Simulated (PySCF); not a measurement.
PySCF input file for C3H6BN3, SMILES C1C=NB(NC)N=1, TDA-PBE/def2-SVPD. The structure is a stationary point at B3LYP-D3(BJ)/def2-SVP. This is a generated structure with no PubChem entry under its InChIKey; it may be hypothetical. Other conformers were not sampled.

```python
import numpy as np
from pyscf import gto, scf, dft, tdscf

mol = gto.M(
    atom='''
    C    -0.31442485    2.60098351   -0.00000000
    N     0.59491264    1.47254617   -0.00000000
    B     0.24587965    0.13380091    0.00000000
    N    -1.16614773   -0.37802850    0.00000000
    C    -0.99248319   -1.64440514   -0.00000000
    C     0.49090531   -2.01933219   -0.00000000
    N     1.24502194   -0.98713582    0.00000000
    H    -0.16968934    3.23497788    0.89162303
    H    -0.16968934    3.23497788   -0.89162303
    H    -1.34578365    2.22541919    0.00000000
    H     1.58585173    1.69925337   -0.00000000
    H    -1.81254755   -2.38135189   -0.00000000
    H     0.86196830   -3.05743092    0.00000000
    ''',
    basis='def2-SVPD',
    charge=0,
    spin=0,
    symmetry=True,
    max_memory=1600,
    verbose=4,
)
mf = dft.RKS(mol, xc='pbe').density_fit(auxbasis='def2-universal-jkfit')
mf.grids.level = 3
mf.conv_tol = 1e-9
mf.max_cycle = 100
mf.kernel()
mf.grids = dft.Grids(mol).set(level=1).build(with_non0tab=True)  # coarser grid for the response kernel
td = tdscf.TDA(mf)
td.singlet = True
td.nstates = 10
td.conv_tol = 1e-4
td.positive_eig_threshold = 1e-6
td.kernel(x0=td.get_init_guess(mf, 15))
td.analyze()
tt = tdscf.TDA(mf)
tt.singlet = False
tt.nstates = 4
tt.conv_tol = 1e-4
tt.positive_eig_threshold = 1e-6
tt.kernel(x0=tt.get_init_guess(mf, 9))
tt.analyze(verbose=3)
```

Output:

```
PySCF version 2.14.0

[INPUT] verbose = 4
[INPUT] num. atoms = 13
[INPUT] num. electrons = 50
[INPUT] charge = 0
[INPUT] spin (= nelec alpha-beta = 2S) = 0
[INPUT] symmetry True subgroup None
[INPUT] Mole.unit = angstrom
[INPUT] Symbol           X                Y                Z      unit          X                Y                Z       unit  Magmom
[INPUT]  1 C     -0.314424850000   2.600983510000   0.000000000000 AA   -0.594176853257   4.915146488410   0.000000000000 Bohr   0.0
[INPUT]  2 N      0.594912640000   1.472546170000   0.000000000000 AA    1.124221957642   2.782708967077   0.000000000000 Bohr   0.0
[INPUT]  3 B      0.245879650000   0.133800910000   0.000000000000 AA    0.464645198104   0.252847075118   0.000000000000 Bohr   0.0
[INPUT]  4 N     -1.166147730000  -0.378028500000   0.000000000000 AA   -2.203699830483  -0.714370332280   0.000000000000 Bohr   0.0
[INPUT]  5 C     -0.992483190000  -1.644405140000   0.000000000000 AA   -1.875521412335  -3.107475352427   0.000000000000 Bohr   0.0
[INPUT]  6 C      0.490905310000  -2.019332190000   0.000000000000 AA    0.927676588995  -3.815984793618   0.000000000000 Bohr   0.0
[INPUT]  7 N      1.245021940000  -0.987135820000   0.000000000000 AA    2.352750485675  -1.865416347548   0.000000000000 Bohr   0.0
[INPUT]  8 H     -0.169689340000   3.234977880000   0.891623030000 AA   -0.320666378858   6.113222212226   1.684923333055 Bohr   0.0
[INPUT]  9 H     -0.169689340000   3.234977880000  -0.891623030000 AA   -0.320666378858   6.113222212226  -1.684923333055 Bohr   0.0
[INPUT] 10 H     -1.345783650000   2.225419190000   0.000000000000 AA   -2.543162521418   4.205432781451   0.000000000000 Bohr   0.0
[INPUT] 11 H      1.585851730000   1.699253370000   0.000000000000 AA    2.996825443868   3.211123485544   0.000000000000 Bohr   0.0
[INPUT] 12 H     -1.812547550000  -2.381351890000   0.000000000000 AA   -3.425218457251  -4.500102878315   0.000000000000 Bohr   0.0
[INPUT] 13 H      0.861968300000  -3.057430920000   0.000000000000 AA    1.628884015057  -5.777707083577   0.000000000000 Bohr   0.0

nuclear repulsion = 263.329106838673
point group symmetry = Cs
symmetry origin: [-1.13383567e-09  3.40150693e-09  0.00000000e+00]
symmetry axis x: [ 1.00000000e+00 -7.02285414e-10  9.90895210e-20]
symmetry axis y: [-7.02285414e-10 -1.00000000e+00  9.65884403e-19]
symmetry axis z: [2.83906795e-19 9.65884429e-19 1.00000000e+00]
num. orbitals of irrep A' = 130
num. orbitals of irrep A" = 58
number of shells = 80
number of NR pGTOs = 270
number of NR cGTOs = 188
basis = def2-SVPD
ecp = {}


[settings echo left out]
init E= -307.157361396996
HOMO (A') = -0.3070638412765  LUMO (A") = -0.17945818214839  gap/eV = 3.47233
cycle= 1 E= -306.393603640145  delta_E= 0.764  |g|= 0.599  |ddm|= 6.56
HOMO (A') = -0.104272003516581  LUMO (A") = -0.0613781883918323  gap/eV = 1.16720
cycle= 2 E= -305.90875401699  delta_E= 0.485  |g|= 1.52  |ddm|= 10.9
HOMO (A') = -0.200996943077232  LUMO (A") = -0.106080596185684  gap/eV = 2.58281
cycle= 3 E= -306.466616046347  delta_E= -0.558  |g|= 0.26  |ddm|= 8.02
HOMO (A') = -0.222718717046559  LUMO (A") = -0.129785513399701  gap/eV = 2.52884
cycle= 4 E= -306.485008353247  delta_E= -0.0184  |g|= 0.0683  |ddm|= 0.822
HOMO (A') = -0.216832744784737  LUMO (A") = -0.125513942382209  gap/eV = 2.48491
cycle= 5 E= -306.485878386252  delta_E= -0.00087  |g|= 0.0406  |ddm|= 0.227
HOMO (A') = -0.218649985237748  LUMO (A") = -0.125531096047957  gap/eV = 2.53389
cycle= 6 E= -306.486225940013  delta_E= -0.000348  |g|= 0.0126  |ddm|= 0.079
HOMO (A') = -0.218343972147808  LUMO (A") = -0.125563812156225  gap/eV = 2.52468
cycle= 7 E= -306.486266032704  delta_E= -4.01e-05  |g|= 0.00101  |ddm|= 0.0234
HOMO (A') = -0.218401768134755  LUMO (A") = -0.125623277426286  gap/eV = 2.52463
cycle= 8 E= -306.486266310738  delta_E= -2.78e-07  |g|= 0.000351  |ddm|= 0.00255
HOMO (A') = -0.21839473181849  LUMO (A") = -0.125601058347737  gap/eV = 2.52504
cycle= 9 E= -306.486266340268  delta_E= -2.95e-08  |g|= 7.51e-05  |ddm|= 0.0007
HOMO (A') = -0.218399360547141  LUMO (A") = -0.125607091060799  gap/eV = 2.52501
cycle= 10 E= -306.486266341656  delta_E= -1.39e-09  |g|= 2.57e-05  |ddm|= 0.000205
HOMO (A') = -0.218398940879419  LUMO (A") = -0.125606625897417  gap/eV = 2.52501
cycle= 11 E= -306.486266341693  delta_E= -3.68e-11  |g|= 2.35e-05  |ddm|= 7.49e-05
HOMO (A') = -0.218397364996517  LUMO (A") = -0.125605926606814  gap/eV = 2.52498
Extra cycle  E= -306.486266340584  delta_E= 1.11e-09  |g|= 7.21e-05  |ddm|= 0.000176
converged SCF energy = -306.486266340584
tot grids = 50912
Overwritten attributes  positive_eig_threshold  of <class 'pyscf.tdscf.rks.TDA'>


******** <class 'pyscf.tdscf.rks.TDA'> for <class 'pyscf.df.df_jk.DFSymAdaptedRKS'> ********
nstates = 10 singlet
deg_eia_thresh = 1.000e-03
wfnsym = None
conv_tol = 0.0001
eigh lindep = 1e-12
eigh level_shift = 0
eigh max_cycle = 100


Excitation energies (eV)
[2.68031575 2.85743577 4.64302532 4.73059795 5.77539296 5.88617379
 5.96666695 6.2151908  6.25991406 6.34283176]

** Singlet excitation energies and oscillator strengths **
Excited State   1:   A"      2.68032 eV    462.57 nm  f=0.0000
      25 -> 26       -0.70581
Excited State   2:   A"      2.85744 eV    433.90 nm  f=0.0008
      24 -> 26       -0.70600
Excited State   3:   A'      4.64303 eV    267.03 nm  f=0.2468
      22 -> 26        0.26980
      23 -> 26        0.62015
Excited State   4:   A'      4.73060 eV    262.09 nm  f=0.0985
      22 -> 26       -0.62479
      23 -> 26        0.26467
Excited State   5:   A'      5.77539 eV    214.68 nm  f=0.0136
      25 -> 27       -0.70559
Excited State   6:   A'      5.88617 eV    210.64 nm  f=0.0169
      24 -> 27        0.70463
Excited State   7:   A"      5.96667 eV    207.79 nm  f=0.0003
      21 -> 26        0.69882
Excited State   8:   A"      6.21519 eV    199.49 nm  f=0.0059
      25 -> 28        0.69767
Excited State   9:   A"      6.25991 eV    198.06 nm  f=0.0000
      20 -> 26        0.52896
      24 -> 28       -0.46479
Excited State  10:   A"      6.34283 eV    195.47 nm  f=0.0000
      20 -> 26       -0.46243
      24 -> 28       -0.52168

** Transition electric dipole moments (AU) **
state          X           Y           Z        Dip. S.      Osc.
  1        -0.0000     -0.0000     -0.0017      0.0000      0.0000
  2         0.0000     -0.0000     -0.1085      0.0118      0.0008
  3        -0.3578     -1.4289      0.0000      2.1698      0.2468
  4         0.2397     -0.8903      0.0000      0.8502      0.0985
  5         0.2945      0.0961     -0.0000      0.0960      0.0136
  6         0.0827      0.3322      0.0000      0.1172      0.0169
  7        -0.0000      0.0000      0.0489      0.0024      0.0003
  8        -0.0000      0.0000     -0.1961      0.0385      0.0059
  9         0.0000     -0.0000     -0.0142      0.0002      0.0000
 10         0.0000      0.0000     -0.0078      0.0001      0.0000

** Transition velocity dipole moments (imaginary part, AU) **
state          X           Y           Z        Dip. S.      Osc.
  1        -0.0000      0.0000      0.0010      0.0000      0.0000
  2         0.0000     -0.0000     -0.0114      0.0001      0.0008
  3         0.0669     -0.0542      0.0000      0.0074      0.0290
  4        -0.0425     -0.0188     -0.0000      0.0022      0.0083
  5         0.0679      0.0017      0.0000      0.0046      0.0145
  6         0.0107      0.0433      0.0000      0.0020      0.0061
  7        -0.0000      0.0000      0.0182      0.0003      0.0010
  8        -0.0000      0.0000      0.0150      0.0002      0.0007
  9        -0.0000     -0.0000      0.0009      0.0000      0.0000
 10         0.0000      0.0000     -0.0018      0.0000      0.0000

** Transition magnetic dipole moments (imaginary part, AU) **
state          X           Y           Z
  1         0.1074      0.4630      0.0000
  2        -0.0093     -0.0103      0.0000
  3         0.0000      0.0000      0.7431
  4        -0.0000      0.0000     -0.6846
  5         0.0000     -0.0000     -0.2056
  6        -0.0000     -0.0000     -0.0810
  7         0.1068      0.1950     -0.0000
  8        -0.1452      0.0716     -0.0000
  9        -0.1820     -0.6573     -0.0000
 10        -0.2238     -1.0054      0.0000


******** <class 'pyscf.tdscf.rks.TDA'> for <class 'pyscf.df.df_jk.DFSymAdaptedRKS'> ********
nstates = 4 triplet
deg_eia_thresh = 1.000e-03
wfnsym = None
conv_tol = 0.0001
eigh lindep = 1e-12
eigh level_shift = 0
eigh max_cycle = 100


Excitation energies (eV)
[2.30937101 2.37656525 3.11728945 3.19519759]

** Triplet excitation energies and oscillator strengths **
Excited State   1:   A"      2.30937 eV    536.87 nm  f=0.0000
Excited State   2:   A"      2.37657 eV    521.69 nm  f=0.0000
Excited State   3:   A'      3.11729 eV    397.73 nm  f=0.0000
Excited State   4:   A'      3.19520 eV    388.03 nm  f=0.0000
```

The calculation finished and met its thresholds.

Cost: about 100 core-seconds (a rough figure).
